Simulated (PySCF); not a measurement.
# From a computed spectrum to the compound

A species of 3 atoms with charge 1 has these harmonic modes (PBE0, small Gaussian bases with core potentials, PySCF 2.14.0):

```json
{"cm⁻¹": "478", "km/mol": "88.7", "symmetry": "a1"}
{"cm⁻¹": "1593", "km/mol": "553.5", "symmetry": "b2"}
{"cm⁻¹": "1616", "km/mol": "201.1", "symmetry": "a1"}
```

Question: Which species is it, and in which structure?

Answer: [PrH2]+ (singlet in the valence; each metal's 4f electrons, 2 of them, lie in its core potential, out of spins and levels):
```xyz
3

Pr    0.0000    0.0000   -0.0163
H     1.6151    0.0000    1.1417
H    -1.6151    0.0000    1.1417
```
Ideal gas at 298.15 K and 1 bar: S = 245.3 J/(mol K), Cp = 39.1 J/(mol K), H − H(0 K) = 10.6 kJ/mol (rigid rotor, harmonic modes, spin degeneracy alone, that of the 4f electrons in the core included). An lcecp potential fixes the number of 4f electrons, so in runs with it no electron can move into or out of that shell.
 The answer isn't unique; the calculation gave this one.
